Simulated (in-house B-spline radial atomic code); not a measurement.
Binding energies in the lanthanum ion La⁹⁺

NIST's tabulated ground configuration is [Kr] 4d10 5s2; each binding energy is the energy of the ion with one electron taken from that subshell, relaxed, less that of the parent. All numbers are computed (Dirac-Hartree-Fock, average of configuration; Fermi nucleus of rms radius 4.855 fm) with a B-spline radial code for spherical atoms, not measured. Energies include first-order Breit, QED and recoil terms.

| subshell | X-ray name | binding energy (eV) | -ε (eV) | relaxation (eV) |
| --- | --- | --- | --- | --- |
| 1s | K | 39069.2 | 39281.3 | 64.7 |
| 2s | L1 | 6416 | 6464.7 | 32.6 |
| 2p3/2 | L3 | 5627.8 | 5673.4 | 34.8 |
| 3s | M1 | 1510.5 | 1525.5 | 12.2 |
| 3p1/2 | M2 | 1350.3 | 1365.7 | 12.8 |
| 3p3/2 | M3 | 1269 | 1282.8 | 12.2 |
| 3d3/2 | M4 | 992.2 | 1006.9 | 14.0 |
| 3d5/2 | M5 | 975.4 | 989.5 | 13.7 |
| 4s | N1 | 419.8 | 423.1 | 2.7 |
| 4p1/2 | N2 | 358.4 | 361.5 | 2.6 |
| 4p3/2 | N3 | 340.8 | 343.5 | 2.4 |
| 4d3/2 | N4 | 238.7 | 241.0 | 2.2 |
| 4d5/2 | N5 | 235.7 | 237.8 | 2.1 |
| 5s | O1 | 149.7 | 150.1 | 0.2 |

Relaxation = -ε minus the binding energy without Breit, QED and recoil terms.

Emission lines follow as differences of binding energies, with λ = 12398.42 eV·Å / E:

```
 line          holes  energy (eV)  wavelength (Å)
 K-L3     1s → 2p3/2      33441.4         0.37075
 K-M3     1s → 3p3/2      37800.2           0.328
L3-M5  2p3/2 → 3d5/2       4652.4           2.665
L1-M3     2s → 3p3/2       5147.0          2.4089
L3-M1     2p3/2 → 3s       4117.3          3.0113
```

**Question.** What screening constant σ does Moseley's law, E = (3/4)·13.6057 eV·(Z - σ)², need for K-L3?

**Answer.** σ = -0.25.

Moseley's non-relativistic formula needs a falling, then negative, screening constant for heavy elements, because relativity binds the 1s electron more strongly than the formula allows.

**Question.** What does it cost to remove both a 3d5/2 and a 3d3/2 electron?

**Answer.** 2034.1 eV, which is 66.56 eV more than the two single binding energies together.

**Question.** What does it cost to remove both a 3p3/2 and a 3p1/2 electron?

**Answer.** 2678.2 eV, which is 58.89 eV more than the two single binding energies together.

**Question.** What does it cost to remove both a 1s and a 4p3/2 electron?

**Answer.** 39449 eV, which is 38.81 eV more than the two single binding energies together.
